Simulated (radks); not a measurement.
Values are calculated unless marked as measured or tabulated.
Q: All-electron atom: the vanadium ion V+ in [Ar] 3d4. Code: a radial shooting solver on a logarithmic mesh with Libxc functionals. Model: scalar-relativistic Kohn-Sham, r2SCAN, spin-polarised, spherical densities, finite nucleus; open shells are filled with parallel spins first; meta-GGA in the generalised Kohn-Sham scheme; Fermi nuclear charge, rms radius 3.6002 fm; hard spherical wall at 3.5 bohr. Some entries of the table are withheld. Estimate them.

| orbital | occ. | eigenvalue (hartree) | <r> (bohr) | <r^2> (bohr^2) |
|---|---|---|---|---|
| 1s down | 1 | -197.8207 | 0.06645 | 0.005939 |
| 1s up | 1 | -197.8189 | 0.06645 | 0.005939 |
| 2s up | 1 | -22.31100 | 0.3077 | 0.1120 |
| 2s down | 1 | -22.25251 | 0.3071 | 0.1115 |
| 2p up | 3 | -18.55641 | 0.2741 | 0.09260 |
| 2p down | 3 | -18.51168 | 0.2734 | 0.09207 |
| 3s up | 1 | -2.66755 | 0.9631 | 1.072 |
| 3s down | 1 | -2.49246 | 0.9654 | 1.077 |
| 3p up | 3 | -1.67844 | 1.040 | 1.272 |
| 3p down | 3 | -1.50214 | 1.042 | 1.279 |
| 3d up | 4 | -0.20165 | 1.294 | 2.029 |
| 3d down | 0 | -0.01755 | 1.296 | 2.039 |
| 4s up | 0 | 0.07578 | 2.065 | 4.671 |
| 4s down | 0 | 0.25591 | 2.071 | 4.707 |
| 4p up | 0 | 0.41001 | 2.092 | 4.855 |
| 4p down | 0 | 0.59321 | 2.103 | 4.907 |
| 4d up | 0 | (1) | 1.964 | 4.595 |
| 4d down | 0 | (2) | 1.980 | 4.669 |

A: 
(1) 4d up eigenvalue (hartree): 1.03338
(2) 4d down eigenvalue (hartree): 1.21760
